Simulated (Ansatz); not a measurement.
Relaxation of CH$_{7}$Ga (9 atoms, charge 0, multiplicity 1), to a largest force component of 0.03 eV/Å in at most 50 steps.

Level of theory: Ansatz, RHF/def2-SVP.

```xyz
9
Properties=species:S:1:pos:R:3
Ga -0.058 -0.424 -0.547
C -0.041 -0.294 2.634
H -1.005 -0.219 3.139
H 0.740 -0.538 3.356
H 0.197 0.672 2.179
H 1.340 0.205 -0.898
H -1.388 0.357 -0.855
H -0.128 -1.831 0.144
H -0.088 -1.088 1.872
```

Where does it end, and by what steps?

The forces met the threshold. The force dipped under the threshold on the way, but the program's further checks kept it going. After 8 steps the energy has fallen by 0.233 eV; H8 moved furthest, 1.03 Å.

```csv
step,energy less start (eV),largest force component (eV/Å),accepted
0,0.0000,0.751,yes
1,-0.1277,0.275,yes
2,-0.1900,0.191,yes
3,-0.2196,0.070,yes
4,-0.2290,0.077,yes
5,-0.2300,0.133,yes
6,-0.2324,0.005,yes
7,-0.2327,0.011,yes
8,-0.2328,0.012,yes
```

```xyz
9
Properties=species:S:1:pos:R:3
Ga -0.074 -0.498 -0.929
C -0.027 -0.233 2.950
H -1.010 -0.052 3.386
H 0.718 -0.297 3.742
H 0.229 0.592 2.284
H 1.329 0.212 -1.008
H -1.393 0.361 -0.943
H -0.158 -2.069 -0.856
H -0.044 -1.174 2.399
```

Whether the end is a true minimum wasn't checked by a vibrational analysis.

The run took 20 s on 1 thread of Arm Neoverse N1 (shared host), peak memory 0.15 GiB.
